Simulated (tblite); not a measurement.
Species: C₆H₁₁NOSi.
Numbering: `[CH3:1][C@@H:2]([CH2:3][C:4]#[N:5])[C:6](=[O:7])[CH2:8][SiH3:9]` (hydrogens: H10, H11, H12 on C1; H13 on C2; H14, H15 on C3; H16, H17 on C8; H18, H19, H20 on Si9)

Computed geometry: GFN2-xTB, gas phase.

Question: List the bond lengths, angles and torsions at this level.

Answer: 
```tsv
bond	length (bohr)	order
C1–C2	2.896	single
C2–C3	2.905	single
C3–C4	2.716	single
C4≡N5	2.161	triple
C2–C6	2.884	single
C6=O7	2.285	double
C6–C8	2.804	single
C8–Si9	3.630	single
C1–H10, C1–H11, C1–H12	2.056	single
C2–H13	2.069	single
C3–H14	2.067	single
C3–H15	2.068	single
C8–H16	2.055	single
C8–H17	2.058	single
Si9–H18, Si9–H19, Si9–H20	2.763	single
```

Bonds in one row agree within 0.02 bohr and their mean is given. Orders are formal, as drawn. A selection of angles:
```tsv
angle	degrees
C1–C2–C3	110.7
C1–C2–C6	108.4
C3–C2–C6	109.6
C2–C3–C4	111.2
C3–C4–N5	178.7
C2–C6–O7	121.8
C2–C6–C8	115.1
O7–C6–C8	123.2
C6–C8–Si9	108.1
```

Torsions: C1–C2–C3–C4 -62° (synclinal); C1–C2–C6–O7 -96° (anticlinal); C2–C6–C8–Si9 93° (anticlinal).

The 5 C–C bonds span 1.437 Å (C3–C4, drawn single) to 1.537 Å (C2–C3, drawn single), a spread of 0.100 Å. Si9 (SiH3 silicon) is tetrahedral (angles from 106.8° to 111.7°). Of the pairs four or more bonds apart, C4···H11 is among the closest relative to their van der Waals radii: 2.63 Å, 91 % of the sum of Bondi's values.

Point group: C1 (no symmetry element, even within 0.4 Å). Its GFN2-xTB frequencies are all real (lowest 35 cm⁻¹). One conformer, not necessarily the lowest. 3 starts were optimised and ended at 0.00, 1.95 and 2.80 kcal/mol (GFN2-xTB); the lowest of these is shown.
